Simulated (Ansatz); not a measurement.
Pulling on the N2–H5 bond in aminoborane (SMILES BN) (multiplicity 1 held, fragments rigid). Energies count from the point at 1.007 Å.
Geometry at that point (charge 0, multiplicity 1):
```xyz
6

B     -0.77598     0.04477    -0.00303
N      0.60928    -0.03515     0.00238
H     -1.41382    -0.96287    -0.03106
H     -1.29389     1.11910     0.02047
H      1.20971     0.77280     0.02532
H      1.11297    -0.90681    -0.01625
```

Signs of static correlation in cc-pVTZ, with CASSCF(2,2), from Ansatz (a program for electronic structure) runs.

| R (Å) | T1 of restricted CCSD | ⟨S²⟩ of UHF | largest double amplitude of restricted CCSD | weight of the CASSCF reference in MRCISD | CASSCF natural occupations |
|---|---|---|---|---|---|
| 0.806 | 0.012 | 0.000 | 0.046 | 0.914 | 1.99 0.01 |
| 0.906 | 0.012 | 0.000 | 0.047 | 0.914 | 1.99 0.01 |
| 1.007 | 0.013 | 0.000 | 0.047 | 0.913 | 1.98 0.02 |
| 1.108 | 0.013 | 0.000 | 0.048 | 0.912 | 1.98 0.02 |
| 1.208 | 0.014 | 0.000 | 0.048 | 0.911 | 1.97 0.03 |
| 1.359 | 0.015 | 0.000 | 0.049 | 0.910 | 1.94 0.06 |
| 1.510 | 0.016 | [?] | 0.050 | 0.910 | 1.91 0.09 |
| 1.762 | 0.019 | 0.604 | [?] | 0.909 | 1.82 0.18 |
| 2.014 | 0.023 | 0.840 | 0.243 | 0.908 | 1.69 0.31 |
| 2.316 | 0.028 | 0.954 | 0.382 | 0.908 | 1.50 0.50 |
| 2.719 | 0.035 | 1.004 | 0.543 | 0.908 | 1.29 0.71 |
| 3.222 | 0.042 | 1.019 | 0.685 | 0.908 | 1.13 0.87 |

Task: What belongs in the gaps?

Result: 
- 1.510, ⟨S²⟩ of UHF: 0.033
- 1.762, largest double amplitude of restricted CCSD: 0.128

Doubts at one or more of the structures used: a restricted determinant that unrestricted orbitals would lower (R-CCSD(T)/cc-pVTZ); other coupled-cluster roots lie near (R-CCSD(T)/cc-pVTZ); a spin-contaminated determinant (U-CCSD(T)/cc-pVTZ); T1 above 0.05 (U-CCSD(T)/cc-pVTZ).
